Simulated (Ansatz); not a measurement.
The same path of C₂H₈BFOSi (14 atoms, charge 0, multiplicity 1) was run twice with different band settings. The coordinate that changes most is the dihedral H8–B1–C2–Si3.

These are results of Ansatz, RKS PBE0-D4/STO-3G, not measurements.

Relaxed end points:

```xyz
14
Properties=species:S:1:pos:R:3
B 1.295 -1.812 1.138
C 0.300 -0.649 1.056
Si -0.267 -0.497 -0.751
F -1.021 -1.856 -1.241
O -1.472 0.709 -0.905
C -0.908 2.033 -0.751
H 2.430 -1.641 0.894
H 0.929 -2.902 1.369
H 0.748 0.322 1.294
H -0.603 -0.791 1.659
H 0.872 -0.190 -1.600
H -1.713 2.764 -0.944
H -0.082 2.250 -1.462
H -0.522 2.232 0.272
```

```xyz
14
Properties=species:S:1:pos:R:3
B 1.322 -1.786 1.126
C 0.274 -0.671 1.065
Si -0.282 -0.503 -0.745
F -1.048 -1.853 -1.241
O -1.475 0.716 -0.898
C -0.896 2.034 -0.752
H 1.006 -2.900 1.316
H 2.452 -1.554 0.906
H 0.672 0.315 1.333
H -0.628 -0.871 1.654
H 0.861 -0.203 -1.590
H -1.694 2.773 -0.950
H -0.069 2.238 -1.465
H -0.508 2.236 0.269
```

Common settings: movable images 9; climbing image yes; spring 5.0 eV/Å²; start path IDPP; force threshold 0.05 eV/Å; end points relaxed.

| run | optimiser | iteration limit | largest step |
| --- | --- | --- | --- |
| 1 | quadratic models (default) | 41 | default |
| 2 | lbfgs | 57 | 0.5 Å |

**Question.** What does each run give, and how far can it be trusted?

**Answer.** Run 1: converged after 5 iterations, highest image 0.267 eV above the first end. A vibrational analysis at the climbing image gives one clearly imaginary mode, 296i cm⁻¹: a first-order saddle point.
Run 2: converged after 31 iterations, highest image 0.268 eV above the first end. Another band between the same ends (9 images) ends at a top of the same energy, where a vibrational analysis finds 1 clearly imaginary mode.
Limits of this set-up: minimal basis.
